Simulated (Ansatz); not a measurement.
One change: `[GeH3][S][GeH3]` becomes `[GeH3][Te][GeH3]`.

Ansatz, PBE0-D4/def2-TZVP geometries, multiplicity 1. 

Elements past krypton have def2 core potentials. Scalar relativity is left out up to krypton.

```tsv
property	`[GeH3][S][GeH3]`
zero-point energy (PBE0-D4/def2-TZVP) / kJ/mol	128.1
size of the dipole moment (PBE/def2-TZVPP) / D	1.13
HOMO energy (ωB97M-V/def2-TZVPP) / eV	-9.37
HOMO–LUMO gap (ωB97M-V/def2-TZVPP) / eV	11.00
HOMO energy (B3LYP/def2-TZVPP) / eV	-6.97
ideal-gas entropy at 298 K and 1 bar (rigid rotor, harmonic PBE0-D4/def2-TZVP) / J/(mol·K)	358
```

**Question.** Give the same properties after the change, and the shifts. (Best estimate.)

**Answer.** The calculation gave: 
| property | `[GeH3][Te][GeH3]` | shift |
| --- | --- | --- |
| zero-point energy (PBE0-D4/def2-TZVP) / kJ/mol | 123.9 | -4.2 |
| size of the dipole moment (PBE/def2-TZVPP) / D | 0.69 | -0.44 |
| HOMO energy (ωB97M-V/def2-TZVPP) / eV | -8.43 | 0.94 |
| HOMO–LUMO gap (ωB97M-V/def2-TZVPP) / eV | 9.25 | -1.75 |
| HOMO energy (B3LYP/def2-TZVPP) / eV | -6.17 | 0.80 |
| ideal-gas entropy at 298 K and 1 bar (rigid rotor, harmonic PBE0-D4/def2-TZVP) / J/(mol·K) | 385 | 27 |

With PBE0 the HOMO rises by 0.84 eV and the LUMO falls by 0.74 eV, so the gap narrows by about 1.58 eV. PBE moves the HOMO by 0.65 eV and ωB97M-V by 0.94 eV. Dipoles are sizes alone; their direction can turn. Modes under 60 cm⁻¹, often nearly free rotors, make the harmonic entropy too high.

B3LYP here is the variant with VWN-RPA as its local correlation; programs differ in this.

Spin–orbit coupling is left out; it splits and shifts lone-pair levels of the heavy atoms by tenths of an eV.
